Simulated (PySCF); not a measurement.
**Worked example: refractive index and permittivity of the vapour**

YF₂, SMILES [F][Y][F] (connectivity only; charge and spin as stated), neutral, multiplicity 2.

Geometry optimised at PBE0-D3(BJ)/def2-TZVP. The spin state was assumed, not searched. The isomer is the one that the SMILES or the coordinates give; other isomers of the formula were not compared. The def2 effective core potentials stand for the cores of Y; spin–orbit coupling is left out.

ωB97X/def2-TZVPD (PySCF) gives a mean static polarisability of 112.6 bohr³ and a dipole moment of 2.49 D. Take an ideal gas at 298.15 K and 0.01 bar, whether or not the substance is that volatile.

Task: Work out n − 1 in the optical limit and the static ε − 1.

Result: 
Polarisability volume α' = 112.6 × 0.148185 = 16.69 Å³. Number density N = p/kT = 2.43e-7 Å⁻³.
Dilute limit of Lorentz–Lorenz: n − 1 = 2π N α' = 2.5e-5.
Orientation term of Debye: μ²/(3kT) = 8.098 Å³ × μ²(D²) = 50.21 Å³.
ε − 1 = 4π N (α' + μ²/3kT) = 0.00020. Orientation of the dipole supplies 75 % of the static response; it can't follow optical fields. Vibrational polarisation and dispersion are left out.
